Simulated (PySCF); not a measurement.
C$_{2}$H$_{7}$Al, singlet, at a GFN2-xTB geometry (such geometries of metal compounds can be far from the true shape). Base run: MP2/STO-3G (PySCF).

Here is a job for PySCF.
```python
from pyscf import gto, scf, mp

mol = gto.M(
    atom='''
Al    0.352983   -0.096791   -0.294381
C    -0.546751   -1.672244    0.522869
H    -0.141016   -2.606774    0.115300
H    -1.628190   -1.696342    0.343778
H    -0.421767   -1.728064    1.610663
C    -0.045405    1.834618   -0.029023
H     0.680490    2.458845   -0.565210
H    -0.009277    2.145350    1.021836
H    -1.036603    2.127962   -0.394411
H     1.520515   -0.416939   -1.268079
''',
    basis='sto-3g',
    charge=0,
    spin=0,
    verbose=4,
)

mf = scf.RHF(mol)
mf.kernel()

pt = mp.MP2(mf)
pt.kernel()
print('E(MP2) = %.10f' % pt.e_tot)
```

Each row names what was changed in the base input (with any setting that the change needs).

| change | ΔE vs base (mEh) | MP2 correlation (Eh) | basis functions |
|---|---|---|---|
| base | 0.000 | -0.14439 | 26 |
| frozen = 8 | 31.413 | -0.11297 | 26 |
| method = ccsd | -46.601 | -0.14439 | 26 |
| frozen = 7 | 8.807 | -0.13558 | 26 |
| density fitting = JK and correlation | -0.487 | -0.14432 | 26 |
| method = ccsd(t) | -48.156 | -0.14439 | 26 |
| cart = on | 0.000 | -0.14439 | 26 |
| method = cisd | -31.093 | - | 26 |
| frozen = 6 | 7.962 | -0.13643 | 26 |
